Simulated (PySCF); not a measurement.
Coordinates in bohr (charge 0 multiplicity 1):
```
Ca    0.0704    0.0000    0.0000
H    -1.3955   -3.5209    0.0000
H    -1.3955    3.5209    0.0000
```

Method: BP86 in PySCF with Ca def2-TZVP, H def2-TZVP; no relativity; density-fitted integrals.

This geometry of CaH₂ is a stationary point at this level.

(1) What is the point group?

(2) Is it a minimum?

(3) List the harmonic modes with their infrared intensities.

(4) Give the atomic charges and bond orders.

(5) Give the ideal-gas entropy at 298.15 K and 1 bar by parts.

## Answers

(1) C2v.

(2) Yes: all harmonic wavenumbers are real.

(3) 
```
symmetry  ω (cm⁻¹)  IR (km/mol)     type
      a1       307          455     bend
      b2      1238          825  stretch
      a1      1306         46.3  stretch
```

(4) 
```
atom  Mulliken  Löwdin  polar tensor  Mayer order to Ca1
 Ca1      0.54    0.48          1.20                   –
H2,3     -0.27   -0.24         -0.60                0.90
```

(5) translation 155.5, rotation 60.2, vibration 6.0, spin 0.0; total 221.6 J/(mol K).

Only a few start shapes were tried, so a lower isomer may exist.
